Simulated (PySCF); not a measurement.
Work out the structure from these simulated measurements.

Formula: BH8NOSi.

- Triplet: lowest triplet excitation (Tamm–Dancoff): 5.79 eV [TDA CAM-B3LYP/def2-SVPD]
- UV, strongest line: among the 10 lowest singlet transitions: S3 at 7.30 eV (170 nm, f = 0.076) [TDDFT CAM-B3LYP/def2-SVPD]
- Valence photoelectron: vertical ionisation energy: 9.18 eV [ΔSCF CAM-B3LYP/def2-SVPD]
- Rotational structure: rotational constants A, B, C: 22.747, 2.375, 2.276 GHz [PBE0-D3(BJ)/def2-SVP]
- Dipole: 5.33 D [CAM-B3LYP/def2-SVPD]
- XPS: Si2p3/2 106.7, B1s 195.3, N1s 408.1, O1s 536.8, Si1s 1846.6 eV [ΔSCF SCAN, pcX-2 on the ionised atom, pcseg-1 elsewhere, spin-free X2C, 2p3/2 from a spin–orbit splitting computed afterwards within the 2p shell]
- Polarisability: 60.1 au [CAM-B3LYP/def2-SVPD]
- NMR, other nuclei: isotropic shieldings of nuclei other than C and H, by class: 108 (1 B), 209 (1 N), 306 (1 O), 396 (1 Si) ppm [GIAO PBE0/pcSseg-1]

Gas-phase values; electronic properties from PySCF, density fitting. Levels stand in brackets. Isolated species at its PBE0-D3(BJ)/def2-SVP geometry (one conformer only). NMR values are class means; diastereotopic atoms form classes of their own.

Question: Propose a structure and show how it fits.

Answer: Numbering: `[NH3+:1][BH2-:2][O:3][SiH3:4]`. The other shieldings belong to: 108 ppm, four-coordinate boron [B2]; 209 ppm, nitrogen bonded to B and 3 H [N1]; 306 ppm, boron-bound oxygen [O3]; 396 ppm, oxygen-bound silicon [Si4]. The core levels belong to: Si2p3/2 106.7 eV, oxygen-bound silicon [Si4]; B1s 195.3 eV, four-coordinate boron [B2]; N1s 408.1 eV, nitrogen bonded to B and 3 H [N1]; O1s 536.8 eV, boron-bound oxygen [O3]; Si1s 1846.6 eV, oxygen-bound silicon [Si4]. The first electron is taken from the HOMO, whose largest Löwdin shares are 0.37 on the boron-bound oxygen, 0.22 on the four-coordinate boron and 0.13 on each of 2 atoms of one kind (B–H hydrogen). The optimised geometry has point group Cs and is an asymmetric top. Structure: `[NH3+][BH2-]O[SiH3]`. The assignments are read from this structure; whether some other isomer fits the data as well wasn't checked.

The values belong to the conformer `[NH3+:1][BH2-:2][O:3][SiH3:4]`: N1–B2–O3–Si4 179°.
